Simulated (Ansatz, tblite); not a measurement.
Adding an electron: PbI2⁺. Total charge 1; doublet. Geometry: PBE0-D4/def2-SVP. Ansatz, gas phase; energy differences of separate SCF runs; the reduced species is a singlet (the triplet lies 1.20 eV higher at PBE0-D4/def2-TZVP).

```tsv
atom	x (Å)	y (Å)	z (Å)
Pb1	0.160	1.408	-0.688
I2	1.481	-1.095	-0.092
I3	-1.641	-0.314	0.780
```

In the def2 sets I, Pb take a core potential; there is no spin–orbit coupling. The xTB rows come from tblite. The structure comes from a short search, and lower isomers may exist.

```csv
level,−HOMO (eV),−LUMO (eV),vertical EA (eV),HOMO–LUMO gap (eV)
GFN1-xTB,–,–,11.74,–
GFN2-xTB,–,–,12.90,–
PBE-D4/def2-TZVP,10.85,10.10,7.48,0.75
r2SCAN-D4/def2-TZVP,11.20,9.99,7.56,1.21
PBE0-D4/def2-TZVP,11.96,9.38,7.62,2.58
```

  HOMO and LUMO are the levels of the spin that leaves or enters (xTB has no such levels and no spin-polarisation term). Other spin states of the ions may lie lower, which would lower the ionisation energy or raise the affinity. Raw xTB energy differences between charge states are shifted by several eV; the methods need an empirical correction for them.
